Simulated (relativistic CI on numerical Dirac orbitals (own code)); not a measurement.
**Tc2+: L2,3 absorption edge**

Computed with this model: Dirac-Coulomb-Breit CI, separate exchange-only KLI orbitals for each configuration, model QED (radiative potential, 1s self-energy scaled to tabulated hydrogen-like ionisation energies), valence Slater integrals scaled by 0.8, multiplet model of core-to-valence dipole absorption; configurations [Kr] 4d5 → [He] 2s2 2p5 3s2 3p6 3d10 4s2 4p6 4d6; 300 K; Lorentzian 1.6 eV and Gaussian 0.5 eV FWHM. Energies are those of the free ion, without screening or charge transfer. The branching ratio is the share of the lower-energy edge in the whole absorption, uncertain by about 0.02 where the edges overlap. S is read from ⟨S²⟩ = S(S + 1).

Field parameters in Wybourne normalisation: Oh B⁴₀ = 21Dq, B⁴₄ = √(5/14) B⁴₀. The field is a parameter set, without covalency.

Case Oh, 10Dq = 16550 cm⁻¹, the dichroism is that of the ground state at zero temperature, magnetised by exchange field 10 meV on Sz. The dichroism I(Δm = −1) − I(Δm = +1), over the sum of the three polarisations, integrates to -0.0681 on the lower edge and -0.0110 on the upper edge. The branching ratio is 0.828.

Use the orbital sum rule with 5 holes to get ⟨Lz⟩.

For a p → d edge ⟨Lz⟩ = 2 × n_h × (sum of both integrals) in this sign convention = -0.79; the ground state itself has ⟨Lz⟩ = -0.79 and ⟨Sz⟩ = -0.27. The rule assumes one radial integral for both edges, which relativistic orbitals only approach.
